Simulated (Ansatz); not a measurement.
Reaction (isomerisation): `BO[SiH](C)C` → `CCBO[SiH3]`

Computed with Ansatz on PBE0-D4/def2-TZVP structures; ΔE is electronic, products minus reactants. CCSD(T)/CBS adds triple-zeta CCSD(T) − MP2 to the extrapolated MP2 energy (def2 sets, frozen cores). DFT in def2-TZVPP. One conformer a species, not always the lowest.

| level | ΔE (kJ/mol) |
| --- | --- |
| PBE0-D4 | 56.4 |
| SCS-MP2/def2-TZVPP | 53.5 |

(1) What does CCSD(T)/CBS give? (Best estimate.)

Largest T1 diagnostic among the species: 0.012.

Answers

(1) Ansatz gave: +57.3 kJ/mol. The listed levels differ from it by -0.9, -3.8 kJ/mol.

In def2-TZVPP, CCSD(T) changes the Hartree–Fock value by +9.1 kJ/mol (the triples alone add +1.5 kJ/mol) and MP2 by +12.9 kJ/mol. The D4 term adds +5.0 kJ/mol with B3LYP and +2.7 kJ/mol with PBE0; it sums over pairs of atoms, weighted by their polarisabilities, and B3LYP, whose exchange is more repulsive, gets the larger term.

B3LYP here is the variant with VWN-RPA as its local correlation; programs differ in this.
